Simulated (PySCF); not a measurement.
Sn(H)3(NH2) (H5NSn), SMILES [NH2][SnH3].

Geometry optimised at B3LYP-D3(BJ)/def2-TZVP. The def2 effective core potentials stand for the cores of Sn; spin–orbit coupling is left out.

Calculation: B3LYP-D3(BJ)/def2-TZVP (PySCF).

Frequencies are harmonic and unscaled.

Computed harmonic wavenumbers and intensities:
```json
[
 {"mode": "1", "ν (cm⁻¹)": "129", "IR (km/mol)": "25.9", "moving atoms (share of kinetic energy)": "H 98 %"},
 {"mode": "2", "ν (cm⁻¹)": "464", "IR (km/mol)": "50.7", "moving atoms (share of kinetic energy)": "H 95 %"},
 {"mode": "3", "ν (cm⁻¹)": "469", "IR (km/mol)": "25.7", "moving atoms (share of kinetic energy)": "H 95 %"},
 {"mode": "4", "ν (cm⁻¹)": "545", "IR (km/mol)": "129.5", "moving atoms (share of kinetic energy)": "N 72 %, H 19 %, Sn 9 %"},
 {"mode": "5", "ν (cm⁻¹)": "639", "IR (km/mol)": "103.8", "moving atoms (share of kinetic energy)": "H 74 %, N 20 %"},
 {"mode": "6", "ν (cm⁻¹)": "699", "IR (km/mol)": "83.6", "moving atoms (share of kinetic energy)": "H 97 %"},
 {"mode": "7", "ν (cm⁻¹)": "718", "IR (km/mol)": "128.7", "moving atoms (share of kinetic energy)": "H 97 %"},
 {"mode": "8", "ν (cm⁻¹)": "718", "IR (km/mol)": "64.2", "moving atoms (share of kinetic energy)": "H 99 %"},
 {"mode": "9", "ν (cm⁻¹)": "873", "IR (km/mol)": "22.5", "moving atoms (share of kinetic energy)": "H 90 %, N 9 %"},
 {"mode": "10", "ν (cm⁻¹)": "1574", "IR (km/mol)": "15.0", "moving atoms (share of kinetic energy)": "H 92 %, N 8 %"},
 {"mode": "11", "ν (cm⁻¹)": "1879", "IR (km/mol)": "198.6", "moving atoms (share of kinetic energy)": "H 99 %"},
 {"mode": "12", "ν (cm⁻¹)": "1934", "IR (km/mol)": "93.9", "moving atoms (share of kinetic energy)": "H 100 %"},
 {"mode": "13", "ν (cm⁻¹)": "1939", "IR (km/mol)": "186.0", "moving atoms (share of kinetic energy)": "H 99 %"},
 {"mode": "14", "ν (cm⁻¹)": "3496", "IR (km/mol)": "5.4", "moving atoms (share of kinetic energy)": "H 96 %"},
 {"mode": "15", "ν (cm⁻¹)": "3584", "IR (km/mol)": "7.5", "moving atoms (share of kinetic energy)": "H 92 %, N 8 %"}
]
```
